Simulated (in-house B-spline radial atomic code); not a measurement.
Values are calculated unless marked as measured or tabulated.
# Br ion on Si atom: potential, deflection and energy transfer

The pair potential comes from two frozen, spherical free-atom densities (PBE, B-spline radial code, scalar-relativistic past argon): electrostatics plus the change in Thomas-Fermi kinetic and Dirac exchange energy where they overlap, the recipe behind the universal ZBL potential, which averages such potentials (from solid-state densities) over many pairs. It is written V = (Z1 Z2 e²/r) φ(r/a), with e² = 14.3996 eV·Å and a = 0.46850 Å/(Z1^0.23 + Z2^0.23); ZBL's fit is φ = 0.18175 e^(−3.1998x) + 0.50986 e^(−0.94229x) + 0.28022 e^(−0.4029x) + 0.02817 e^(−0.20162x). Where φ falls below 4e-4 it is continued as an exponential.

Masses 79.9 and 28.09 u.

```tsv
x = r/a	φ, this pair	φ, ZBL
0.1	0.8928	0.8928
0.25	0.7732	0.7647
0.5	0.6253	0.6096
1	0.4336	0.4164
1.5	0.3138	0.2995
2	0.233	0.2218
3	0.1351	0.1292
4	0.08393	0.08026
5	0.05384	0.05224
6.5	0.02938	0.02914
8	0.01763	0.01705
10	0.009546	0.008778
12	0.00516	0.00474
14.5	0.00241	0.002328
17	0.001182	0.001212
20	0.0005296	0.0005882
```

**Question.** At x = 2 the electrostatic, kinetic and exchange parts are 3097.42, 4315.59 and -220.2 eV. Find r, V and φ.

**Answer.** a = 0.46850/(2.2654 + 1.8349) = 0.11426 Å, so r = 0.22852 Å. V = 3097.42 + 4315.59 + (-220.2) = 7192.81 eV. The bare repulsion is 35 × 14 × 14.3996/0.22852 = 30876 eV, so φ = 0.2330, +5.1 % against ZBL's 0.2218. The kinetic (Pauli) term is 60 % of V here.

**Question.** The ion comes in at 237.4 keV with impact parameter 0.2285 Å. The scattering integral gives a centre-of-mass angle of 10.36° and a closest approach of 2.112 a. What are the reduced energy, the energy passed on and the laboratory angles?

**Answer.** ε = E a M2/(Z1 Z2 e² (M1 + M2)) = 237400 × 4.2123e-06 = 1. The most that one collision can pass on is γE with γ = 4 M1 M2/(M1 + M2)² = 0.7698. Here T = γE sin²(θ/2) = 0.7698 × 237400 × 0.008146 = 1489 eV. The ion turns by arctan(sin θ/(cos θ + M1/M2)) = 2.7°, and the struck atom leaves at (180° − θ)/2 = 84.8°. The closest approach is 0.241 Å. With ZBL the angle would be 9.88° and T = 1355 eV.
